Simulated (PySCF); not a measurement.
# Computed records: FH₄OSi₂

Calculation on a computer-drawn molecule: the log of a Hartree-Fock and frozen-core CCSD(T) single point meant for a local Hartree-Fock minimum, with one planted fault or none, to be diagnosed. Offsets are logged minus clean, where the clean run is the same molecule without the fault. The reference is restricted for singlets and unrestricted otherwise, and also for a bond in bohr or an excited solution. Adding or removing an electron swaps singlet and doublet. The excited solution moves the top pair (singlet) or top alpha electron (doublet) to the lowest empty orbital. Highest occupied and lowest empty are orbital energies over both spins, largest force is the largest gradient component, triples share is (T) over the correlation energy, the T1 limit is 0.02 restricted and 0.045 unrestricted, electrons count all cores, a negative frequency is imaginary (commonest isotopes), and the dipole is about the centre of nuclear charge. Program: PySCF 2.14.0.

```yaml
- formula: FH4OSi2
  logged_structure:
    atoms_angstrom:
      - [O, -1.8861, 0.1136, -0.583]
      - [Si, -0.2608, -0.1442, -0.8092]
      - [Si, 0.5678, -0.9467, 1.244]
      - [F, 2.1362, -1.3052, 1.0199]
      - [H, -2.385, 0.5516, -1.2568]
      - [H, 0.4159, 1.1028, -1.2586]
      - [H, 0.4999, 0.0355, 2.3448]
      - [H, -0.1233, -2.1864, 1.6463]
  given:
    meant_charge: 0
    meant_multiplicity: 2
    meant_basis: "cc-pV(D+d)Z"
    logged_electrons: 49
    logged_basis_functions: 94
    logged_SCF_converged: "yes"
    logged_spin_squared: 0.7625
    "logged_highest_occupied [eV]": -4.0893
    "logged_lowest_empty [eV]": -1.1852
    "logged_largest_force [hartree/bohr]": 0.062514
    "logged_dipole_magnitude [debye]": 3.9039
    logged_SCF_stable_within_its_kind: "no"
    "logged_energy_HF [hartree]": -754.41043
    possible_faults: "no fault, one electron removed, one electron added, multiplicity raised by two, geometry at a saddle point, SCF held on an excited solution, minimal basis STO-3G, one bond length entered in bohr, all coordinates scaled"
    drawn_bonds_atom: [1, 2, 3, 1, 2, 3, 3]
    drawn_bonds_other_atom: [2, 3, 4, 5, 6, 7, 8]
    drawn_bonds_order: [1, 1, 1, 1, 1, 1, 1]
  results:
    planted_fault: "SCF held on an excited solution"
    "HF_energy_offset_from_clean_run [kcal/mol]": 96.8
  notes: ["coupled-cluster numbers left out as unreliable"]
```
